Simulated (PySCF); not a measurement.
ECD: `C[C@H]1[C@H](S)[C@@]12C[C@H]2F`, C6H9FS

Geometry:
| atom | x (Å) | y (Å) | z (Å) |
| --- | --- | --- | --- |
| C1 | -1.236 | -1.620 | -0.070 |
| C2 | -0.725 | -0.220 | -0.296 |
| C3 | -0.789 | 0.794 | 0.828 |
| S4 | -1.167 | 2.521 | 0.465 |
| C5 | 0.511 | 0.247 | 0.375 |
| C6 | 1.727 | -0.340 | 0.995 |
| C7 | 1.831 | 0.778 | -0.011 |
| F8 | 2.317 | 0.473 | -1.249 |
| H9 | -0.761 | -2.306 | -0.768 |
| H10 | -1.014 | -1.948 | 0.943 |
| H11 | -2.312 | -1.663 | -0.225 |
| H12 | -0.901 | 0.165 | -1.295 |
| H13 | -1.169 | 0.481 | 1.793 |
| H14 | -2.454 | 2.323 | 0.181 |
| H15 | 1.957 | -0.120 | 2.027 |
| H16 | 2.027 | -1.325 | 0.668 |
| H17 | 2.149 | 1.772 | 0.279 |

Method used: TDDFT B3LYP/def2-SVPD circular dichroism and optical rotation, one conformer, gas phase (PySCF). Geometry: GFN2-xTB.

States above about 6.7 eV (minus the energy of the highest occupied orbital) lie near or above the ionisation threshold and depend on the basis.

Q: What are the CIP labels of the stereocentres?

A: C2 R, C3 S, C5 S, C7 R.

Q: Which excitations and rotatory strengths does the calculation give?

A: Rotatory strengths R in 10⁻⁴⁰ esu² cm², velocity form and length form (origin at the centre of mass); f in length form.
| state | E (eV) | λ (nm) | f | R (velocity) | R (length) | main |
| --- | --- | --- | --- | --- | --- | --- |
| 1 | 5.46 | 227 | 0.005 | -5.3 | -5.4 | HOMO→LUMO 0.89 |
| 2 | 5.96 | 208 | 0.029 | -4.2 | -4.2 | HOMO→LUMO+1 0.90 |
| 3 | 6.57 | 189 | 0.004 | -6.6 | -6.4 | HOMO→LUMO+2 0.84 |
| 4 | 6.65 | 186 | 0.004 | +2.3 | +1.8 | HOMO→LUMO+3 0.84, HOMO→LUMO+4 0.12 |
| 5 | 6.74 | 184 | 0.010 | +5.3 | +4.9 | HOMO→LUMO+4 0.79, HOMO→LUMO+3 0.10 |
| 6 | 6.95 | 178 | 0.012 | +14.3 | +14.3 | HOMO−1→LUMO 0.90 |
| 7 | 7.26 | 171 | 0.007 | -1.6 | -1.1 | HOMO→LUMO+5 0.89 |
| 8 | 7.34 | 169 | 0.011 | -2.8 | -2.3 | HOMO−1→LUMO+1 0.89 |

Among the states computed, the strongest CD band (largest |R|) is state 6. The largest dissymmetry factor in size, g = 4R/(D+G), with D and G the electric and magnetic dipole strengths, is -0.015 for state 3 (velocity form, f = 0.004), among bands with |R| over 0.5. The mirror image has the same energies and oscillator strengths and all R with the opposite sign.
